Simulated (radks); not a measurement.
Species: the thallium ion Tl38+. Configuration: [Kr] 4d7. Method: Dirac Kohn-Sham, PBE, spin-unpolarised, spherical densities, finite nucleus; open shells fill j = l - 1/2 first; Fermi nuclear charge, rms radius 5.4759 fm; computed with a radial shooting solver on a logarithmic mesh with Libxc functionals. Some entries of the table are withheld. Estimate them.

orbital  occ.  eigenvalue (eV)  <1/r> (bohr^-1)
1s1/2       2        -87056.33            99.36
2s1/2       2        -16829.71            24.52
2p1/2       2        -16224.59            24.49
2p3/2       4        -14159.93            19.69
3s1/2       2        -5234.849              (1)
3p1/2       2        -4964.734            8.978
3p3/2       4        -4497.829            7.734
3d3/2       4        -4055.272            7.615
3d5/2       6        -3955.396            7.337
4s1/2       2        -2250.738            4.190
4p1/2       2              (2)            4.110
4p3/2       4              (3)            3.692
4d3/2       4        -1802.651            3.562
4d5/2       3        -1773.348            3.470

Answer. 
(1) 3s1/2 <1/r> (bohr^-1): 9.068
(2) 4p1/2 eigenvalue (eV): -2132.854
(3) 4p3/2 eigenvalue (eV): -1992.182
